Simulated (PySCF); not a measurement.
GeSe, SMILES [Ge]=[Se] (connectivity only; charge and spin as stated), neutral, multiplicity 1.

Geometry: B3LYP-D3(BJ)/def2-TZVP.

Two levels are set side by side: PBE/def2-TZVPD (PySCF) and M06-2X/def2-TZVPD (PySCF). Same geometry, gas phase. Differences are taken from unrounded values.

```json
[
 {"quantity": "orbital gap (eV)", "M06-2X": "6.80", "PBE": "3.38", "PBE minus M06-2X": "-3.42"},
 {"quantity": "highest occupied level (eV)", "M06-2X": "-8.51", "PBE": "-6.61", "PBE minus M06-2X": "1.90"},
 {"quantity": "lowest empty level (eV)", "M06-2X": "-1.71", "PBE": "-3.23", "PBE minus M06-2X": "-1.53"},
 {"quantity": "dipole moment (D)", "M06-2X": "2.24", "PBE": "1.71", "PBE minus M06-2X": "-0.53"},
 {"quantity": "mean polarisability (bohr³)", "M06-2X": "62.0", "PBE": "62.8", "PBE minus M06-2X": "0.8"}
]
```

Without exact exchange PBE keeps part of each electron's self-repulsion, which lifts occupied levels and narrows the gap. Differences between two approximate levels are no errors against the true value.

Rough cost on one machine, each run with all the roots and properties that it gave: M06-2X against PBE within a factor of 2.
